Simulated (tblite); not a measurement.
Q: What does the GFN2-xTB structure of InChI=1S/C5H10F2O2Si/c1-3-5(6,10-7)4(8)9-2/h3,10H2,1-2H3/t5-/m0/s1 look like in three dimensions?

A: 
Z-matrix in Å and degrees, rows numbered from 1:
```
C 
C   1  1.5250
C   2  1.5313  1  111.99
F   3  1.3938  2  108.68  1   -62.30
Si  3  1.9294  2  112.74  1   177.97
F   5  1.6088  3  105.08  2    43.52
C   3  1.5037  2  110.58  1    57.77
O   7  1.2084  3  122.19  2    64.82
O   7  1.3263  3  113.41  2  -117.49
C   9  1.4199  7  116.36  3  -177.68
H   1  1.0877  2  110.28  3    54.54
H   1  1.0873  2  110.18  3   174.51
H   1  1.0882  2  110.52  3   -65.60
H   2  1.0909  1  110.24  3   120.24
H   2  1.0916  1  109.81  3  -120.08
H   5  1.4515  3  108.79  2   157.03
H   5  1.4479  3  111.14  2   -70.52
H  10  1.0919  9  110.34  7   -58.04
H  10  1.0868  9  106.10  7  -178.00
H  10  1.0920  9  110.18  7    62.08
```

Si5 (fluorine-bound silicon) is distorted tetrahedral (angles from 105.1° to 118.7°). The 3 C–O bonds span 1.208 Å (C7=O8, drawn double) to 1.420 Å (O9–C10, drawn single), a spread of 0.212 Å. The 3 C–C bonds span 1.504 Å (C3–C7, drawn single) to 1.531 Å (C2–C3, drawn single), a spread of 0.027 Å. Of the pairs four or more bonds apart, C7···H13 is among the closest relative to their van der Waals radii: 2.67 Å, 92 % of the sum of Bondi's values.

Computed geometry: GFN2-xTB, gas phase.

Point group: C1 (no symmetry element, even within 0.4 Å). Its GFN2-xTB frequencies are all real (lowest 30 cm⁻¹). One conformer, not necessarily the lowest (C1–C2–C3–F4 -62°, C2–C3–Si5–F6 44°, C2–C3–C7–O8 65°, C3–C7–O9–C10 -178°). 3 starts were optimised and ended at 0.00, 0.16 and 0.32 kcal/mol (GFN2-xTB); the lowest of these is shown.

On one thread of an Arm Neoverse V1, shared host with 32 logical CPUs at a one-minute load of 20, this took 0.66 s of wall time. These figures are those of the optimisation.
